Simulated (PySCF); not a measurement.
Isomers of C5H10ClFO, one GFN2-xTB conformer each. Single-point energies are computed at PBE0/pcSseg-1 (PySCF, gas phase, no added dispersion term), electronic only.

Task: Rank them by PBE0/pcSseg-1 energy, lowest first (kJ/mol).
A. `[CH3:1][O:2][C@@:3]([CH3:4])([CH2:5][F:6])[CH2:7][Cl:8]` with C1–O2–C3–C4 -55°, O2–C3–C5–F6 -80°, O2–C3–C7–Cl8 -178°
B. `[CH3:1][CH2:2][O:3][CH2:4][C@@H:5]([F:6])[CH2:7][Cl:8]` with C1–C2–O3–C4 180°, C2–O3–C4–C5 179°, O3–C4–C5–F6 -73°, C4–C5–C7–Cl8 70°
C. `[CH3:1][O:2][CH2:3][C@@H:4]([CH3:5])[C@H:6]([F:7])[Cl:8]` with C1–O2–C3–C4 180°, O2–C3–C4–C5 174°, C3–C4–C6–F7 -67°

Result: C (0.0), B (1.6), A (15.9).

Neighbours under 10 kJ/mol apart (COC[C@@H](C)[C@H](F)Cl and CCOC[C@@H](F)CCl) can change places with a better method, another conformer or zero-point energy. GFN2-xTB itself gives, in the same order: 0.0, 10.6, 1.1. Both levels put the same isomer lowest; measured from each level's own lowest isomer, the values differ by up to 14.8 kJ/mol (CO[C@@](C)(CF)CCl: 1.1 against 15.9).

Task: Which frontier levels, dipoles and rotational constants go with these structures?

Result: 
| SMILES | HOMO (eV, PBE0/pcSseg-1) | LUMO (eV) | dipole (D) | A, B, C (MHz) |
| --- | --- | --- | --- | --- |
| COC[C@@H](C)[C@H](F)Cl | -7.72 | 0.93 | 3.08 | 2821, 883.7, 813.7 |
| CCOC[C@@H](F)CCl | -7.70 | 0.88 | 1.64 | 2071, 940.7, 731.5 |
| CO[C@@](C)(CF)CCl | -7.62 | 0.99 | 1.26 | 2554, 1090, 926.8 |
